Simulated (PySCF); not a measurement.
Results of a calculation; reference values are marked as such.
AlSiBO3F5(-)

The system: AlSiBO3F5(-), a molecule drawn as a unit of a network glass or zeolite (built as: Al Si B3, F ends, O bridges); charge -1, singlet. The structure was relaxed in the gas phase by PBE0-D3(BJ)/def2-SVP. No frequency run checks that it is a minimum.

SMILES: FB1[O][Al-]([F])([F])[O][Si](F)(F)O1

```csv
atom,x (Å),y (Å),z (Å)
F1,-2.463,-1.399,-1.009
B2,-1.336,-0.813,-0.557
O3,-1.530,0.470,-0.065
Si4,-0.339,1.435,0.540
F5,-0.373,2.811,-0.306
F6,-0.811,1.904,2.012
O7,1.098,0.748,0.542
Al8,1.434,-0.884,-0.089
F9,2.481,-0.811,-1.408
F10,2.055,-1.880,1.122
O11,-0.176,-1.446,-0.602
```

Shieldings: GIAO PBE0/aug-pcSseg-1.  Core levels by delta-SCF with SCAN, aug-pcX-2 on the ionised atom and aug-pcseg-1 elsewhere, spin-free X2C (2p3/2 is the spin-free 2p value less a third of a first-order spin-orbit splitting); from the vacuum level, for chosen atoms.

Task: Give the shieldings and core levels atom by atom.

Result: 
| atoms | bonded to | σ (ppm) | δ (ppm) | core level (eV) |
| --- | --- | --- | --- | --- |
| F1 | 1 B | 307.8 | - | - |
| B2 | 1 F + 2 O | 85.6 | - | - |
| O3 | 1 B + 1 Si | 216.1 | - | - |
| Si4 | 2 F + 2 O | 438.8 | - | - |
| F5 | 1 Si | 337.0 | - | - |
| F6 | 1 Si | 337.6 | - | - |
| O7 | 1 Al + 1 Si | 257.4 | - | 1s 534.00 |
| Al8 | 2 F + 2 O | 518.5 | - | 2p3/2 76.85 |
| F9 | 1 Al | 395.3 | - | 1s 687.18 |
| F10 | 1 Al | 396.0 | - | 1s 687.19 |
| O11 | 1 Al + 1 B | 213.2 | - | 1s 533.98 |

Values are those of this one static structure; atoms that internal rotation interchanges would show their mean in an NMR spectrum.

Task: By CAM-B3LYP/def2-SVPD (TDDFT singlets, Tamm-Dancoff triplets), where does absorption start?

Result: The lowest singlet lies at 7.97 eV (f 0.048), the strongest of the first 6 at 8.48 eV (f 0.055), the lowest triplet at 7.82 eV.

Excited states of gas-phase anions may lie above the detachment limit and hang on the basis.

The 3 runs behind this took 13 min in all, one thread each of Arm Neoverse V1 on a shared host, launched as `OMP_NUM_THREADS=1 python cluster_run.py task.json out`.
